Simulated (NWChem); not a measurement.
## Atomisation of Cl3GeI

```
Ge
Cl 1 2.1356
Cl 1 2.1356 2 108.37
Cl 1 2.1356 2 108.37 3 117.40
I 1 2.4840 2 110.55 4 121.30
```
Charge 0, spin multiplicity 1.

Everything below was run with NWChem. All single points use one geometry, from PBE0/def2-SVP with def2 effective core potentials on I, held to Cs symmetry and with no frequency check, so it may be a saddle point.

Basis set: def2-SVP. The atomisation energy is electronic alone: no zero-point, thermal, spin-orbit or counterpoise terms. No value is extrapolated to the basis-set limit. Free atoms are single determinants with multiplicities Cl 2, Ge 3, I 2. Correlated methods freeze the same cores in atoms and molecule, 28 orbitals in all.

Effective core potentials replace the inner electrons of I; spin-orbit coupling is left out. The structure started from a generated list of species. The stability of the SCF solutions was not checked. Open-shell Hartree-Fock references start from PBE0 orbitals.

Task: Order these methods by the atomisation energy they give, lowest first: MP2, LC-wPBE (omega 0.3 per bohr), HF, PBE0.

Result: HF (205.7 kcal/mol), MP2 (290.9 kcal/mol), LC-wPBE (omega 0.3 per bohr) (300.2 kcal/mol), PBE0 (305.1 kcal/mol)
